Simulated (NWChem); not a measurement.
# Total energies of HB

```xyz
2

B      0.0000     0.0000     0.2087
H      0.0000     0.0000    -1.0435
```
Charge 0, spin multiplicity 1.

Program: NWChem. All single points use one geometry, from PBE0/def2-SVP, a minimum by its harmonic frequencies.

Basis set: 6-31G* (16 functions).

```
method   total energy (Ha)
-------  -----------------
RHF              -25.11772
MP2              -25.17096
B2PLYP           -25.24757
PBE              -25.22765
B3LYP            -25.28735
TPSS             -25.29150
CCSD(T)          -25.19757
```

Total energies of different functionals aren't comparable as a measure of quality: only differences taken within one method are. 

The correlated methods keep 1 core orbital frozen. B3LYP has NWChem's definition, with VWN1-RPA local correlation. The Pople sets run with spherical d functions. The structure started from a generated list of species. Coupled-cluster values serve here as a point of comparison, not as the truth.
